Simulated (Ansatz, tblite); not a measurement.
Cost and result up the ladder for Ag₂I⁺ (the lowest singlet isomer of a short search) (3 atoms). Total charge 1; singlet. Geometry: PBE-D4/def2-TZVP.

```tsv
atom	x (Å)	y (Å)	z (Å)
Ag1	1.338	-1.011	-1.160
Ag2	-0.291	1.514	1.337
I3	-1.047	-0.503	-0.176
```

Ansatz on 4 threads of Intel Xeon Platinum 8488C on a shared host; xTB runs through tblite on one thread. Times are rough, summed over both states, and most runs start from the orbitals of an earlier one. PBE-QIDH/def2-TZVP serves as the yardstick here, not as an exact answer. The other state is a triplet at its own geometry.

In the def2 sets Ag, I take a core potential; there is no spin–orbit coupling. The xTB rows come from tblite. Correlated methods freeze 4 core orbitals; core or outer-core shells of Ag, I are correlated, in sets that lack core-valence functions. The structure comes from a short search, and lower isomers may exist.

Run but left out: HF/STO-3G (triplet: ⟨S²⟩ 2.96, where a pure state has 2.00).

Second-order perturbation terms are unreliable where d shells bring near-degenerate states, and here PBE-QIDH/def2-TZVP, MP2/def2-TZVP lie more than 0.4 eV from the median of the functionals without such a term.

Correlated methods converge slowly with the basis.

xTB has no spin-polarisation term.

```csv
level,functions,wall time,triplet − singlet (eV),difference from PBE-QIDH/def2-TZVP (eV)
GFN1-xTB,27,0.007 s,2.93,-0.77
GFN2-xTB,27,0.011 s,3.93,0.22
PBE-D4/def2-TZVP,130,2.4 s,2.82,-0.89
MP2/def2-TZVP,130,3.7 s,3.90,0.19
PBE0-D4/def2-TZVP (with forces),130,4.2 s,3.26,-0.45
r2SCAN-D4/def2-TZVP,130,5.2 s,3.03,-0.68
RPA@PBE/def2-TZVP,130,5.7 s,3.12,-0.59
B2PLYP/def2-TZVP,130,5.9 s,3.37,-0.33
r2SCANh-D4/def2-TZVP,130,6 s,3.17,-0.54
PBE-QIDH/def2-TZVP,130,6.3 s,3.71,0.00
r2SCAN0-D4/def2-TZVP,130,6.4 s,3.34,-0.36
B97M-V/def2-TZVP,130,8.2 s,2.80,-0.90
```
